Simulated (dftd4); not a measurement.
aniline (C6H7N), singlet, at a GFN2-xTB geometry; D4 for tpssh in dftd4.

Here is a job for dftd4.
```
$ dftd4 mol.xyz --func tpssh --charge 0 --json dftd4.json --noedisp --property

# file mol.xyz
14

N      2.26898850    -0.34589154     0.26581677
C      0.91756321    -0.12718200     0.07978234
C      0.32384857     1.05784892     0.51488921
C     -1.03918263     1.24264988     0.39414758
C     -1.83576132     0.25579586    -0.16255361
C     -1.25309513    -0.92291663    -0.59783701
C      0.10910245    -1.11615687    -0.48096117
H      2.68780582    -1.05943881    -0.30846466
H      2.83930297     0.47425910     0.39407885
H      0.94292242     1.83040004     0.94949780
H     -1.48309267     2.16698132     0.73495964
H     -2.90066566     0.40457570    -0.25771264
H     -1.86492136    -1.69850304    -1.03570909
H      0.56087799    -2.03726852    -0.82217146
```

Output, abridged:

```
                    ____  _____ _____     ____  _  _
      -------------|  _ \|  ___|_   _|---|  _ \| || |------------
     |             | | | | |_    | | ___ | | | | || |_           |
     |             | |_| |  _|   | ||___|| |_| |__   _|          |
     |             |____/|_|     |_|     |____/   |_|            |
     |             ===================================           |
     |            E. Caldeweyher, S. Ehlert & S. Grimme          |
     |          Mulliken Center for Theoretical Chemistry        |
     |                    University of Bonn                     |
      -----------------------------------------------------------

Rational (Becke-Johnson) damping: tpssh-D4-ATM
---------------------
  s6         1.0000
  s8         1.8590
  s9         1.0000
  a1         0.4429
  a2         4.6023
 alp        16.0000
--------------------

Atomic data, radii in Ångström:
------------------------------------------------------
   Z          R(cov)      r4/r2   hardness         EN
------------------------------------------------------
   7 N        0.9467     1.4350     0.5044     3.0400
   6 C        1.0000     1.6431     0.4220     2.5500
   1 H        0.4267     1.0622     0.4726     2.2000
------------------------------------------------------

Atomic reference systems (in atomic units):
----------------------------------------------------------------------------
   Z        #      CN     q+Z       C6(AA)   #      CN     q+Z       C6(AA)
----------------------------------------------------------------------------
   7 N      1  0.0000  7.0000      25.3714   2  0.8583  6.6470      32.5496
            3  1.8399  6.6987      28.5877   4  2.5804  6.1757      42.3910
            5  0.9809  7.0000      18.1534
   6 C      1  0.0000  6.0000      49.3833   2  0.9189  5.8288      52.1688
            3  1.9079  5.8579      35.6972   4  2.8312  5.7775      35.8445
            5  3.7487  5.7435      28.6317   6  2.9183  5.8956      32.2504
            7  0.8556  6.2103      25.6194
   1 H      1  0.0000  1.0000       7.6362   2  0.8942  1.0000       3.0374
----------------------------------------------------------------------------

Atomic properties (in atomic units):
----------------------------------------------------------------------------
     #    Z              CN          q      C6(AA)        C8(AA)   alpha(0)
----------------------------------------------------------------------------
     1    7 N        2.6405    -0.6594     36.2195      799.0304     9.0102
     2    6 C        2.8994     0.1108     26.9496      779.4280     8.4849
     3    6 C        2.9240    -0.0880     31.8267      920.4832     9.2225
     4    6 C        2.9195    -0.1113     32.4700      939.0889     9.3149
     5    6 C        2.9190    -0.1062     32.3296      935.0289     9.2947
     6    6 C        2.9195    -0.1113     32.4700      939.0889     9.3149
     7    6 C        2.9240    -0.0880     31.8267      920.4832     9.2225
     8    1 H        0.8603     0.2534      0.8701       10.5179     1.4612
     9    1 H        0.8603     0.2534      0.8701       10.5179     1.4612
    10    1 H        0.9255     0.1103      1.6935       20.4713     2.0350
    11    1 H        0.9256     0.1085      1.7097       20.6675     2.0447
    12    1 H        0.9257     0.1088      1.7065       20.6286     2.0428
    13    1 H        0.9256     0.1085      1.7097       20.6675     2.0447
    14    1 H        0.9255     0.1103      1.6935       20.4713     2.0350
----------------------------------------------------------------------------

Molecular properties (in atomic units):
----------------------------------------
 molecular C6                2298.1410
 molecular C8               56543.4513
----------------------------------------

Dispersion energy:      -1.6276813419210E-02 Eh

[Info] JSON dump of results written to 'dftd4.json'
```
